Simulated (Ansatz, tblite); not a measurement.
Adding an electron: the cluster K4H3⁺. Total charge 1; singlet. Geometry: r2SCAN-D4/def2-SVP. Ansatz, gas phase; energy differences of separate SCF runs; the reduced species was run as a doublet alone.

| atom | x (Å) | y (Å) | z (Å) |
| --- | --- | --- | --- |
| K1 | -0.911 | 1.659 | 2.042 |
| K2 | 1.924 | 1.206 | -1.612 |
| K3 | -2.062 | -1.178 | -1.454 |
| K4 | 0.887 | -1.425 | 0.865 |
| H5 | 0.471 | -0.903 | -1.720 |
| H6 | -1.638 | -0.566 | 0.999 |
| H7 | 1.329 | 1.208 | 0.881 |

The xTB rows come from tblite. The structure comes from a short search, and lower isomers may exist.

| level | −HOMO (eV) | −LUMO (eV) | vertical EA (eV) | HOMO–LUMO gap (eV) |
| --- | --- | --- | --- | --- |
| PBE-D4/def2-TZVP | 7.07 | 3.91 | 2.86 | 3.16 |
| r2SCAN-D4/def2-TZVP | 7.17 | 3.29 | 2.58 | 3.88 |
| PBE0-D4/def2-TZVP | 8.08 | 3.37 | 2.71 | 4.72 |

**Question.** Estimate the rows for GFN1-xTB, GFN2-xTB.

**Answer.** 
```
   level  −HOMO (eV)  −LUMO (eV)  vertical EA (eV)  HOMO–LUMO gap (eV)
GFN1-xTB       15.31       11.11             10.21                4.19
GFN2-xTB       12.55        9.89              8.08                2.66
```

  Raw xTB energy differences between charge states are shifted by several eV; the methods need an empirical correction for them.
